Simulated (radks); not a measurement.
Valence configurations of Rb I (all share [Kr]). Calculated with a radial shooting solver on a logarithmic mesh with Libxc functionals: scalar-relativistic Kohn-Sham, BLYP, spin-polarised, spherical densities, finite nucleus; open shells are filled with parallel spins first (spin-orbit coupling, left out, can overturn this in heavy ions); Fermi nuclear charge, rms radius 4.2036 fm. Energies are relative to 5s1; eigenvalues in eV for spin up.

\begin{tabular}{lrrrrr}
valence & E (eV) & moment (Bohr magnetons) & e(4d) & e(5p) & e(5s) \\ \hline
5s1 & 0.000 & 1 & - & - & -2.319 \\
5s0.5 5p0.5 & 0.805 & 1 & - & -1.042 & -2.677 \\
4d0.5 5s0.5 & 1.172 & 1 & -0.356 & - & -2.726 \\
5p1 & 1.632 & 1 & - & -1.308 & - \\
4d1 & 2.357 & 1 & -0.547 & - & - \\
\end{tabular}

NIST lists [Kr] 5s1 as the ground configuration; this level of theory agrees among the configurations tried. The energies are those of spherical high-spin densities, not of single terms.
